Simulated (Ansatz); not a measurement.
Consider the ligand exchange at the Si–C bond: `C[SiH2]C[SiH2]Cl` + `CO[SiH2]N` → `CO[SiH2]N[SiH2]Cl` + `C[SiH2]C`.

Gas-phase electronic energies from Ansatz, PBE0-D4/def2-TZVP geometries. CBS: MP2 limit from def2 TZ/QZ plus the TZ coupled-cluster correction, frozen cores. This one scheme is used for every species. Functionals use def2-TZVPP. B3LYP here is the variant with VWN-RPA as its local correlation; programs differ in this. Each species was taken in one conformer, which may not be the lowest.

```csv
level,ΔE (kcal/mol),difference from CCSD(T)/CBS
PBE-D4,-13.3,1.3
B3LYP-D4,-15.5,-0.9
ωB97X-V,-14.5,0.1
ωB97M-V,-14.5,0.1
B2PLYP,-14.9,-0.3
r2SCAN,-14.2,0.4
PBE0,-13.1,1.5
B3LYP,-14.5,0.1
HF/def2-TZVPP,-16.2,-1.6
MP2/def2-TZVPP,-14.8,-0.2
SCS-MP2/def2-TZVPP,-15.2,-0.6
HF/def2-QZVPP,-16.4,-1.8
SCS-MP2/def2-QZVPP,-15.1,-0.5
HF/CBS(def2),-16.4,-1.8
MP2/CBS(def2),-14.6,0.0
CCSD/CBS(def2),-14.7,-0.1
CCSD(T)/CBS,-14.6,0
```

Largest T1 diagnostic among the species: 0.011.

The D4 term adds −1.0 kcal/mol with B3LYP and −0.6 kcal/mol with PBE0; it sums over pairs of atoms, weighted by their polarisabilities, and B3LYP, whose exchange is more repulsive, gets the larger term. In def2-TZVPP, CCSD(T) changes the Hartree–Fock value by +1.5 kcal/mol (the triples alone add +0.1 kcal/mol) and MP2 by +1.4 kcal/mol.
